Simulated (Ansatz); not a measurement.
Reaction (formal exchange of groups at a B–C bond): `FCB1N[SiH2]1` + `FC1=CN1` → `B1N[SiH2]1` + `FCC1=C(F)N1`

Calculated with Ansatz (gas phase, PBE0-D4/def2-TZVP geometries, no zero-point term in ΔE). CCSD(T)/CBS adds triple-zeta CCSD(T) − MP2 to the extrapolated MP2 energy (def2 sets, frozen cores). Functionals use def2-TZVPP. Each species was taken in one conformer, which may not be the lowest.

(1) Is it downhill or uphill in electronic energy at CCSD(T)/CBS, and by how much? (Best estimate.)

(2) What do these levels give: PBE-D4, r2SCAN-D4, PBE, MP2/def2-TZVPP, SCS-MP2/def2-QZVPP, MP2/CBS(def2)? (Estimate.)

Largest T1 diagnostic among the species: 0.014.

## Answers

(1) The calculation gave: Uphill: ΔE = +3.2 kcal/mol.

(2) Ansatz gave: PBE-D4 1.5, r2SCAN-D4 1.6, PBE 1.4, MP2/def2-TZVPP 2.1, SCS-MP2/def2-QZVPP 2.5, MP2/CBS(def2) 2.6 kcal/mol.

From PBE to PBE0 (25 % exact exchange), in def2-TZVPP and without D4, ΔE moves by +0.8 kcal/mol.
